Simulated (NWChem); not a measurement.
# SiH3S2F; SMILES F[SiH](S)S

```xyz
7

Si    -0.4340     0.0002    -0.4123
F     -1.8427    -0.1617     0.3799
S      0.6608     1.7192     0.1786
S      0.8154    -1.6347     0.1184
H     -0.8041     0.0853    -1.8468
H      0.0612     2.5215    -0.7294
H     -0.2159    -2.5076     0.1789
```
Atoms are numbered in this order, from 1.

Computed with NWChem. Pople sets run with spherical d functions. Geometry: optimised at PBE0/def2-SVP. Total energies compare along this basis series because the functional is fixed.

| level | basis functions | energy (Ha) | highest occupied level (eV) | orbital gap (eV) | dipole (D) | relative time |
|---|---|---|---|---|---|---|
| TPSS/STO-3G | 35 | -1174.0006 | -2.52 | 6.93 | 1.55 | 1 |
| TPSS/3-21G | 54 | -1181.6302 | -6.95 | 6.58 | 2.60 | 1 |
| TPSS/6-31G* | 74 | -1187.6463 | -6.74 | 6.12 | 1.78 | 4 |
| TPSS/6-31+G* | 90 | -1187.6572 | -6.84 | 5.75 | 1.62 | 5 |
| TPSS/6-311G** | 114 | -1187.7678 | -6.86 | 5.94 | 1.72 | 5 |
| TPSS/6-311++G** | 133 | -1187.7738 | -6.87 | 5.71 | 1.59 | 8 |

Times are rough ratios from one shared machine.
